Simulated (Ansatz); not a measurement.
BH₂O₂Te (`OB(O)[Te]`) radical, relaxed with UKS PBE0-D4/def2-TZVP in Ansatz 0.2.0 from a PBE-D4/def2-SVP geometry. The force threshold is 0.005 eV/Å; the program also tests the step.

The species carries charge 0 and has multiplicity 2. Te takes the def2 core potential.

Start:

```xyz
6

O    -0.304    0.184    1.123
B    -0.023   -0.015   -0.204
O     1.230   -0.387   -0.589
Te   -1.506    0.233   -1.815
H    -1.221    0.453    1.302
H     1.824   -0.468    0.183
```

(1) How much energy does the relaxation release, and in how many steps? (Best estimate.)

(2) Which bonds change most? (An estimate is asked.)

(3) Give the relaxed structure. (Estimate.)

## Answers

(1) Ansatz gave: 1.66 kJ/mol, in 6 steps, 1 of them rejected.

(2) The calculation gave: B2–Te4 from 2.204 to 2.184 Å; O3–H6 from 0.977 to 0.964 Å; O1–H5 from 0.972 to 0.958 Å; O1–B2 from 1.372 to 1.362 Å.

(3) Ansatz gave: 
```xyz
6

O    -0.308    0.187    1.109
B    -0.025   -0.013   -0.207
O     1.223   -0.382   -0.577
Te   -1.496    0.230   -1.802
H    -1.211    0.447    1.300
H     1.817   -0.470    0.177
```
